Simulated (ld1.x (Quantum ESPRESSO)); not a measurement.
**Be (Z = 4): PAW pseudisation with LDA (PZ), scalar-relativistic reference atom.**

ld1.x (Quantum ESPRESSO) 7.5 was run on this input:

```
&input
   title='Be', zed=4., rel=1, dft='PZ', iswitch=3,
   config='[He] 2s2 2p0',
   nld=2, rlderiv=3.60, eminld=-2.0, emaxld=5.0, deld=0.02
 /
 &inputp
   pseudotype=3, lpaw=.true., tm=.true., lloc=-2, rcloc=2.40,
   nlcc=.true., new_core_ps=.true., rcore=1.40,
   which_augfun='BESSEL', rmatch_augfun=1.45,
   file_pseudopw='Be.UPF', file_wfcaegen='ae.wfc', file_wfcncgen='nc.wfc', file_beta='beta', file_chi='chi', file_wfcusgen='us.wfc'
 /
4
2S  1  0   2.00   0.00  1.50  1.85  0.0
2S  1  0   0.00   3.00  1.50  1.85  0.0
2P  2  1   0.00   0.00  2.90  3.30  0.0
2P  2  1   0.00   0.60  2.90  3.30  0.0
 &test
   configts(1)='2s2 2p0'
 /
```

Command:

```bash
ld1.x < Be.in > Be.out
```

Output (shortened: banner, matrices, multipoles, cross overlaps and the repeated all-electron block are left out):

```
[... start of the log left out ...]

     normalization and overlap integrals

     s(1S/1S) =  1.000000  <r> =   0.4250  <r2> =    0.2465  r(max) =   0.2695
     s(2S/2S) =  1.000000  <r> =   2.6188  <r2> =    8.2506  r(max) =   2.0415
     s(2P/2P) =  1.000000  <r> =   3.1841  <r2> =   12.9147  r(max) =   2.2846

     ------------------------ End of All-electron run ------------------------

     --------------------- Generating PAW atomic setup --------------------

      Generating local potential from pseudized AE potential:
      Matching radius rcloc =   2.4000
      Enforcing V''(0)=0 (lloc=-2)

      Local pseudo, rcloc= 2.372 Estimated cut-off energy=     5.28 Ry

      Computing core charge for nlcc:

       r > 1.40 : true rho core
      Core charge pseudized with two Bessel functions
      Integrated core pseudo-charge :   0.27
      Wfc-us  2S rcutus= 1.847  Estimated cut-off energy=    12.74 Ry
      Wfc-us  2S rcutus= 1.847  Estimated cut-off energy=    22.50 Ry
      Wfc-us  2P rcutus= 3.283  Estimated cut-off energy=     7.18 Ry
      Wfc-us  2P rcutus= 3.283  Estimated cut-off energy=    13.89 Ry

     Required augmentation: BESSEL   radius:    1.450000
     Suggested rho cutoff for augmentation:  25.68 Ry

 %%%%%%%%%%%%%%%%%%%%%%%%%%%%%%%%%%%%%%%%%%%%%%%%%%%%%%%%%%%%%%%%%%%%%%%%%%%%%%
     Error in routine new_paw_hamiltonian (1):
     negative rho
 %%%%%%%%%%%%%%%%%%%%%%%%%%%%%%%%%%%%%%%%%%%%%%%%%%%%%%%%%%%%%%%%%%%%%%%%%%%%%%

     stopping ...
```

The run stopped because the spherical valence density built from the smooth waves and the augmentation charge turned negative at some radius.

The run took about 0.08 s on one core of a shared server CPU.
